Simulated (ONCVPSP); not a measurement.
Varying the ONCV potential for H

Base potential:

- Element: H (Z = 1)
- Generator: ONCVPSP 4.0.1
- Type: optimised norm-conserving Vanderbilt (ONCV)
- Functional: LDA (Perdew-Wang 92)
- Relativity: non-relativistic
- Frozen core: none
- Valence charge: 1
- Reference configuration: 1s1
- Partial waves: 1s: rc 1.50 bohr, ncon 4, nbas 7, qcut 8.8 1/bohr, 2 projectors, debl 2.8 Ha; p scattering state at 0.18 Ha: rc 1.15 bohr, ncon 5, nbas 8, qcut 8.2 1/bohr, 2 projectors, debl 1.3 Ha
- Local potential: polynomial inside 0.75 bohr (lpopt 5, dvloc0 1 Ha)
- Core correction: none

All-electron outer shells of the reference configuration (LDA (PZ), non-relativistic, ld1.x):

```tsv
shell	level (eV)	outermost node (bohr)	outermost maximum (bohr)
1s	-6.36	–	1.05
```

Cutoffs, loose and tight: the cutoffs (Ha) at which the residual kinetic energy of the hardest occupied pseudo-wave falls to 1 and 0.1 mHa per electron. They do not see the model core or the augmentation charge, which bear on the density cutoff. Test errors are all-electron minus pseudo excitation energies from the reference, over the configurations 1s0.5. A dash means not determined; rows that change the core or the reference have their own tests.

| change | outcome | cutoff, loose | cutoff, tight | bound ghosts | GHOST(+) flags above zero |
| --- | --- | --- | --- | --- | --- |
| base | generated | 14 Ha | 21 Ha | none | none |
| all radii scaled by about 0.78 (s 1.18, p 0.90 bohr); local potential polynomial inside 0.58 bohr (lpopt 5, dvloc0 1 Ha) | generated | 17 Ha | 25 Ha | none | none |
| all radii scaled by about 0.83 (s 1.24, p 0.96 bohr); local potential polynomial inside 0.62 bohr (lpopt 5, dvloc0 1 Ha) | generated | 17 Ha | 25 Ha | none | none |
| all radii scaled by about 0.88 (s 1.32, p 1.02 bohr); local potential polynomial inside 0.66 bohr (lpopt 5, dvloc0 1 Ha) | generated | 16 Ha | 23 Ha | none | none |
| all radii scaled by about 0.96 (s 1.44, p 1.10 bohr); local potential polynomial inside 0.72 bohr (lpopt 5, dvloc0 1 Ha) | generated | 15 Ha | 21 Ha | none | none |
| all radii scaled by about 1.09 (s 1.64, p 1.26 bohr); local potential polynomial inside 0.82 bohr (lpopt 5, dvloc0 1 Ha) | generated | 13 Ha | 19 Ha | none | none |
| all radii scaled by about 1.13 (s 1.70, p 1.30 bohr); local potential polynomial inside 0.84 bohr (lpopt 5, dvloc0 1 Ha) | generated | 13 Ha | 19 Ha | none | none |
| all radii scaled by about 1.20 (s 1.80, p 1.38 bohr); local potential polynomial inside 0.90 bohr (lpopt 5, dvloc0 1 Ha) | generated | 12 Ha | 17 Ha | none | none |
| all radii scaled by about 1.28 (s 1.92, p 1.46 bohr); local potential polynomial inside 0.96 bohr (lpopt 5, dvloc0 1 Ha) | generated | 12 Ha | 17 Ha | none | none |
| all radii scaled by about 1.34 (s 2.00, p 1.54 bohr); local potential polynomial inside 1.00 bohr (lpopt 5, dvloc0 1 Ha) | generated | 11 Ha | 16 Ha | none | none |

Reading the sweep of the scale of all radii (base = 1) (base included, trends over the rows without a ghost): The loose cutoff falls from 17 Ha at 0.78 to 11 Ha at 1.34. A larger radius leaves more room for a smooth pseudo-wave, so fewer plane waves are needed; a smaller one forces it to follow the all-electron wave where it bends sharply.
